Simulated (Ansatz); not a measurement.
Correlation energies of H$_{4}$InNSi by basis set

Z-matrix (Å, degrees):
```
Si
N 1 1.708
H 1 1.494 2 115.0
H 1 1.498 2 105.6 3 -118.1
H 1 1.494 2 115.0 3 123.9
In 2 2.109 1 122.1 3 118.1
H 2 1.012 1 117.3 3 -61.9
```

Charge 0, multiplicity 1. Correlated methods include outer-core shells of In, which these sets cover unevenly. In takes the def2 core potential. The bonds changed during the relaxation, so this is another structure than the one it started from. The structure was optimised at the PBE0-D4/def2-TZVP level. Frozen core, restricted reference, the Gaussian-basis code of Ansatz.

```tsv
basis	HF (Eh)	MP2 corr.
def2-SVP	-534.82451	-0.34264
def2-TZVPP	-535.00438	-0.61511
def2-QZVPP	-535.01776	-0.82783
```

Problem. Estimate the CCSD correlation energy and the (T) correction in each basis where they were run (hartree).

Solution. 
```
     basis  CCSD corr.       (T)
  def2-SVP    -0.38148  -0.01186
def2-TZVPP    -0.63282  -0.02254
```
